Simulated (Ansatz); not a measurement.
A structure relaxed at PBE-D4/def2-TZVP in Ansatz, charge 0, singlet:

```xyz
3

Cr    1.012    0.226   -0.294
O    -0.371    0.131    0.801
O    -0.641   -0.357   -0.507
```

Question: Give its formula and point group.

Answer: CrO₂. Point group C2v (tolerance 0.1 Å).

Question: Summarise the bond lengths by kind (pairs closer than 1.2 times the sum of covalent radii, bridged metal pairs left out).

Answer: 2 × Cr–O 1.77 Å; 1 × O–O 1.42 Å. The metal has 2 neighbours: O 1.77 Å, O 1.77 Å.

The structure holds 1 bond(s) between oxygen atoms. An occupied level lies above an empty one. Another isomer (triplet) lies 5.12 eV lower at PBE0-D4/def2-TZVP; other spin states weren't run for this one.
